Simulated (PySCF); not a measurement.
**Where the electron goes**

C6H8GeO2.
Geometry (PBE0-D3(BJ)/def2-SVP, Å), atoms numbered from 1 in this order:
```
atom  x, y, z in Å
C1    -3.3494    0.0623   -0.2131
C2    -1.9044   -0.3454   -0.1146
O3    -1.5344   -1.4720   -0.3362
Ge4   -0.5769    1.0793    0.4055
C5     1.1548    0.2436    0.4985
C6     1.5600   -1.0508    0.3065
C7     2.9724   -1.0676    0.5184
C8     3.3177    0.2163    0.8220
O9     2.2337    1.0126    0.8118
H10   -3.9731   -0.8066   -0.4663
H11   -3.4616    0.8429   -0.9835
H12   -3.6826    0.5054    0.7395
H13   -0.6013    2.2103   -0.6425
H14   -0.9853    1.6860    1.7635
H15    0.9037   -1.8766    0.0408
H16    3.6434   -1.9212    0.4537
H17    4.2638    0.6961    1.0603
```

Theory: TDDFT wB97X-D/def2-SVPD, vertical, gas phase, core orbitals frozen in the response in PySCF. The wB97X-D/def2-SVPD calculation is non-relativistic and has no spin–orbit coupling, an omission that weighs most on germanium.

Frontier orbitals with the atoms that hold most of them (Löwdin shares over 4%, at most four atoms; ? is withheld):

| orbital | ε (eV) | atoms |
| --- | --- | --- |
| HOMO-3 | -11.48 | C5 28%, Ge4 23%, C6 13%, O9 10% |
| HOMO-2 | -9.97 | C7 28%, C6 27%, O9 25%, C8 8% |
| HOMO-1 | -8.87 | ? |
| HOMO | ? | ? |
| LUMO | 0.61 | C2 36%, O3 31%, Ge4 11%, C1 7% |
| LUMO+1 | 1.70 | C5 18%, C8 17%, O9 15%, C6 14% |
| LUMO+2 | 1.78 | Ge4 41%, C1 11%, H13 9%, H14 9% |

Which atoms hold the HOMO-1, and with what shares?

O3 (bonded to C) 48%; C2 (bonded to C, Ge and O) 18%; Ge4 (bonded to 2 C and 2 H) 14%; C1 (bonded to C and 3 H) 10%. By element: oxygen 48% or more, carbon 28% or more, germanium 14%.

Give the leading atoms of the HOMO.

C5 (bonded to C, Ge and O) 27%; C8 (bonded to C, O and H) 26%; C6 (bonded to 2 C and H) 14%; C7 (bonded to 2 C and H) 14%.

What is the HOMO energy, and the HOMO–LUMO gap?

ε(HOMO) = -8.47 eV; the gap is 9.08 eV (0.3338 hartree).

The HOMO–LUMO gap is 9.08 eV. Where does the response calculation put the lowest singlet, and from which orbitals?

S1 is at 3.68 eV (f = 0.0010), 5.40 eV below the gap, made of HOMO-1→LUMO (94%). Its leading pair isn't HOMO and LUMO; the energies of that pair differ by 9.48 eV. Without the coupling terms of the response equations the lowest excitation would equal the gap.

One configuration dominates each of S1, S2, S3 and S6. Which, and how do the shares of the two leading atoms of either orbital change from the occupied to the empty one?

- S1 (3.68 eV, f 0.0010), HOMO-1→LUMO (94%): O3 48% → 31%, C2 18% → 36%
- S2 (5.54 eV, f 0.081), HOMO→LUMO (92%): C5 27% → at most 7%, C8 26% → at most 7%, C2 at most 15% → 36%, O3 at most 15% → 31%
- S3 (6.11 eV, f 0.279), HOMO→LUMO+1 (91%): C5 27% → 18%, C8 26% → 17%
- S6 (6.75 eV, f 0.0013), HOMO-1→LUMO+1 (81%): O3 48% → at most 15%, C2 18% → at most 15%, C5 at most 10% → 18%, C8 at most 10% → 17%

One conformer stands for the species.
